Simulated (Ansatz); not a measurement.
Basis sets compared for [BCl4]- (BCl₄⁻). Total charge -1; singlet. Geometry B3LYP-D4/def2-SVPD. Ansatz on 4 threads of Arm Neoverse V2 on a shared host; times are rough, and most runs start from earlier orbitals.

```xyz
5

B     0.001    0.000   -0.001
Cl    1.011    0.010   -1.586
Cl   -1.502   -1.108   -0.221
Cl   -0.565    1.749    0.395
Cl    1.055   -0.652    1.413
```

| level | functions | energy (Eh) | HOMO (eV) | LUMO (eV) | wall time |
| --- | --- | --- | --- | --- | --- |
| PBE-D4/def2-SVPD | 128 | -1864.5656 | -2.49 | 3.18 | 1.2 s |
| PBE0-D4/def2-SVPD | 128 | -1864.7214 | -3.87 | 3.67 | 1.8 s |

**Question.** Estimate the rows for PBE-D4/def2-TZVPD, PBE0-D4/def2-TZVPD.

**Answer.** 
```csv
level,functions,energy (Eh),HOMO (eV),LUMO (eV),wall time
PBE-D4/def2-TZVPD,221,-1865.1938,-2.43,2.91,2.2 s
PBE0-D4/def2-TZVPD,221,-1865.3443,-3.80,3.32,4 s
```
